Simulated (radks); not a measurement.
Results of a calculation; reference values are marked as such.
Spherical jellium clusters: N electrons in a uniform positive sphere of charge N and radius rs N^(1/3), rs = 2.27 bohr. Level of theory: non-relativistic Kohn-Sham, PBEsol, spin-polarised, spherical densities (a radial shooting solver with Libxc functionals). Levels are named by radial order and angular momentum (1s, 1p, 1d, 2s, ...), and open shells are averaged over m.

N = 18, configuration 1s2 1p6 1d10. This is the lowest configuration that the search found. Occupied and some empty levels:

level  occupation  eigenvalue (eV)  <r> (bohr)
1s              2          -10.284       3.519
1p              6          -7.4564       4.478
1d             10          -4.3670       5.259
2s              0          -3.9169       4.920
1f              0          -1.1863       6.261
2p              0          -1.0856       7.381

Energy (eV): total -14.4845, kinetic 84.143, external -1710.5, Hartree 825.75, exchange-correlation -103.12, background 889.19.
